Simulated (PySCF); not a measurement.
## Tl(OH)3, singlet: molecular constants

All numbers come from B3LYP/[Tl def2-SVP with ECP60, O def2-SVP, H def2-SVP], scalar-relativistic core potentials, density fitting, no spin–orbit coupling, PySCF.

The structure is a minimum.

* Point group: C3h
* Bond lengths: O–H 0.971 Å (×3), Tl–O 2.093 Å (×3)
* Bond angles: H–O–Tl 106.7° (×3), O–Tl–O 120.0° (×3)
* Zero-point energy: 99.8 kJ/mol
* Principal quadrupole moments (Buckingham, traceless) about the centre of mass: -1.52, -1.52, 3.03 D Å
* Rotational constants: 0.1467, 0.1467, 0.07335 cm⁻¹
* Rotational symmetry number: 3
* Principal polarisabilities: 26.4, 53.6, 53.6 bohr³
* Lowest empty level: -3.06 eV
* Highest occupied level: -7.99 eV
* Atomisation energy without zero-point energy: 1971 kJ/mol
* Enthalpy at 298.15 K above 0 K: 21.69 kJ/mol
* Dipole moment: 0.00 D
* Entropy at 298.15 K and 1 bar: 357.5 J/(mol K)
* Heat capacity Cp at 298.15 K: 100.8 J/(mol K)

Harmonic modes (masses in u: Tl 204.974, O 15.995, H 1.008):
| symmetry | ω (cm⁻¹) | IR (km/mol, summed over degenerate members) |
| --- | --- | --- |
| e' | 72 | 32.0 |
| a'' | 111 | 20.5 |
| a'' | 249 | 277 |
| e'' | 261 | 0.0 |
| a' | 517 | 0.0 |
| e' | 540 | 131 |
| a' | 893 | 0.0 |
| e' | 911 | 188 |
| e' | 3782 | 173 |
| a' | 3784 | 0.0 |

In C3h the vibrations span 4e' + 2a'' + e'' + 3a'. The a', e'' modes carry no infrared intensity, as symmetry demands.

Charges (e):
```json
{"atom": "Tl1", "Mulliken": "0.72", "Löwdin": "0.50", "polar tensor": "1.38", "Mayer order to Tl1": "–"}
{"atom": "O2,3,4", "Mulliken": "-0.43", "Löwdin": "-0.25", "polar tensor": "-0.68", "Mayer order to Tl1": "1.00"}
{"atom": "H5,6,7", "Mulliken": "0.19", "Löwdin": "0.08", "polar tensor": "0.22", "Mayer order to Tl1": "0.02"}
```
Other Mayer orders above 0.3: O–H 0.96 (×3).

Mulliken populations on Tl1 (electrons outside its core potential): s 3.12, p 6.98, d 10.19.

Outer orbital energies (eV). occupied: -12.02, -12.02, -10.39, -8.61, -8.46, -8.46, -7.99, -7.99; empty: -3.06, -0.92, 0.69, 0.69.

This need not be the most stable arrangement of these atoms. No spin–orbit coupling is included, which matters more the heavier the element.

The final relaxation and frequency run took roughly 110 core-seconds on a shared host.
